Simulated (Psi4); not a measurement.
ISn, doublet, at a GFN2-xTB geometry (such geometries of metal compounds can be far from the true shape) (the spin is typed, not shown lowest) (core potentials on I, Sn).

The Psi4 input:
```
memory 2 GB

molecule {
0 2
Sn   -0.00000000   -0.00000000   -1.39442545
I     0.00000000    0.00000000    1.31549570
}

set {
  basis def2-svpd
  reference uks
}

energy('bhhlyp')
print_variables()
```

Q: What does this run give for the nuclear repulsion energy, number of basis functions, total energy, dipole moment, <S^2>?

A: 
* **nuclear repulsion energy**: 107.4007 Eh
* **number of basis functions**: 67
* **total energy**: -511.917325 Ha
* **dipole moment**: 2.45 D
* **<S^2>**: 0.754

These values belong to the state on which the SCF converged, which isn't shown to be the lowest.
